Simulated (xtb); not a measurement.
NSi (SMILES N#[Si]), doublet, geometry from GFN2-xTB; GFN1-xTB run with xtb 6.7.1.

Input for xtb:
```
$ xtb mol.xyz --gfn 1 --uhf 1 --etemp 10000 --json

# file mol.xyz
2

Si    -0.00000000    -0.00000000    -0.52212322
N      0.00000000     0.00000000     1.04424644
```

Output, abridged:

```
   ID    Z sym.   atoms
    1   14 Si     1
    2    7 N      2

           -------------------------------------------------
          |                Calculation Setup                |
           -------------------------------------------------

           -------------------------------------------------
          |                 G F N 1 - x T B                 |
           -------------------------------------------------

          ...................................................
          :                      SETUP                      :
          :.................................................:
          :  # basis functions                  14          :
          :  # atomic orbitals                  13          :
          :  # shells                            5          :
          :  # electrons                         9          :
          :  # halogen bonds                     0          :
          :  max. iterations                   250          :
          :  Hamiltonian                  GFN1-xTB          :
          :  restarted?                      false          :
          :  GBSA solvation                  false          :
          :  PC potential                    false          :
          :  electronic temp.        10000.0000000     K    :
          :  accuracy                    1.0000000          :
          :  -> integral cutoff          0.2500000E+02      :
          :  -> integral neglect         0.1000000E-07      :
          :  -> SCF convergence          0.1000000E-05 Eh   :
          :  -> wf. convergence          0.2000000E-04 e    :
          :  Broyden damping             0.4000000          :
          :  net charge                          0          :
          :  unpaired electrons                  1          :
          ...................................................

 iter      E             dE          RMSdq      gap      omega  full diag
   1     -4.9637921 -0.496379E+01  0.670E+00    3.01       0.0  T
   2     -4.9778241 -0.140320E-01  0.751E+00    4.24       1.0  T
   3     -5.0177498 -0.399257E-01  0.439E+00    3.83       1.0  T
   4     -5.0221293 -0.437948E-02  0.647E-01    3.52       1.0  T
   5     -5.0225587 -0.429427E-03  0.298E-01    3.58       1.0  T
   6     -5.0225589 -0.219987E-06  0.873E-02    3.58       1.0  T
   7     -5.0225690 -0.100864E-04  0.248E-03    3.59      28.5  T
   8     -5.0225690 -0.820376E-09  0.189E-03    3.59      37.4  T
[...]
         :: total energy              -4.976526549693 Eh    ::
[...]
           -------------------------------------------------

    * Orbital Energies and Occupations

         #    Occupation            Energy/Eh            Energy/eV
      -------------------------------------------------------------
         1        1.9999           -0.6703172             -18.2403
         2        1.9732           -0.4862874             -13.2326
         3        1.7003           -0.4021969             -10.9443
         4        1.7003           -0.4021969             -10.9443
         5        1.3842           -0.3686103             -10.0304 (HOMO)
         6        0.1191           -0.2367363              -6.4419 (LUMO)
         7        0.1191           -0.2367363              -6.4419
         8        0.0026           -0.1128465              -3.0707
         9        0.0006           -0.0644635              -1.7541
        10        0.0006           -0.0644635              -1.7541
        11        0.0000            0.0963384               2.6215
        12        0.0000            0.0963384               2.6215
        13                          1.4685314              39.9608
      -------------------------------------------------------------
                  HL-Gap            0.1318740 Eh            3.5885 eV
             Fermi-level           -0.3366640 Eh           -9.1611 eV

  Mulliken/CM5 charges         n(s)   n(p)   n(d)
     1Si    0.35722  0.41410   1.719  1.431  0.493
     2N    -0.35722 -0.41410   1.647  3.710  0.000

Wiberg/Mayer (AO) data.
largest (>0.10) Wiberg bond orders for each atom

 ---------------------------------------------------------------------------
     #   Z sym  total        # sym  WBO       # sym  WBO       # sym  WBO
 ---------------------------------------------------------------------------
     1  14 Si   2.048 --     2 N    2.048
     2   7 N    2.048 --     1 Si   2.048
 ---------------------------------------------------------------------------

Topologies differ in total number of bonds
Writing topology from bond orders to xtbtopo.mol

 dipole moment from electron density (au)
     X       Y       Z
  -0.0000   0.0000  -1.8830  total (Debye):    4.786

           -------------------------------------------------
          | TOTAL ENERGY               -4.976526549693 Eh   |
          | GRADIENT NORM               0.063282891654 Eh/α |
          | HOMO-LUMO GAP               3.588474188751 eV   |
           -------------------------------------------------

normal termination of xtb
```
